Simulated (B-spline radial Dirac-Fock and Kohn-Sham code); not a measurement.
# Sr⁷⁺: input and output of one calculation

ΔSCF core binding energies without Breit or QED terms, calculated with a radial B-spline solver. Keys: rel is the Hamiltonian (dirac, or spin-free x2c and nr, where L3 and M5 stand for the whole 2p and 3d shells), method is hf or an exchange,correlation pair (spin-unpolarised, also for the hole states), nuc the nuclear model, radius_factor scales its radius, rmax is the box in bohr, h the logarithmic mesh step, order the B-spline order, points the quadrature points per cell, c_factor scales the speed of light, and damp, ndamp, maxit and tol steer the iteration. The run stops when the commutator error falls below 10·tol·max(1, Z/10), or the numerical noise floor, and the energy has settled to about 1e-8 Ha; the virial ratio is −V/T.

Input (task.json):

```json
{"items": [{"Z": 38, "q": 7, "cfg": [[1, 0, 2], [2, 0, 2], [2, 1, 6], [3, 0, 2], [3, 1, 6], [3, 2, 10], [4, 0, 2], [4, 1, 1]], "A": 88, "rrms": 4.224, "do": "settings", "holes": ["K", "L3", "M5"],
  "settings": [{"rel": "dirac", "method": "hf", "nuc": "fermi", "radius_factor": 1.2, "rmax": 45.0, "h": 0.3, "order": 8, "points": 10, "c_factor": 1.0, "maxit": 60, "damp": 0.5, "ndamp": 3, "tol": 1e-08}]}]}
```

Command: `python xray2_run.py task.json out`

Ground-state iterations:

```
iter   energy (Ha)        error
   1    -3150.82972956  1.37e+00
   2    -3161.26082444  7.90e-01
   3    -3164.07767626  2.16e-01
   4    -3164.30353012  5.78e-02
   5    -3164.31771417  2.62e-02
   6    -3164.32162958  9.05e-04
   7    -3164.32163437  2.48e-04
   8    -3164.32163458  1.25e-05
   9    -3164.32163459  3.03e-07
```

The ground state converged in 9 iterations, with total energy -3164.32163 Ha, virial ratio 1.97041 and highest orbital energy -119.31 eV. ΔSCF binding energies: K (1s) 16269.5 eV, L3 (2p3/2) 2066.3 eV, M5 (3d5/2) 251.7 eV.
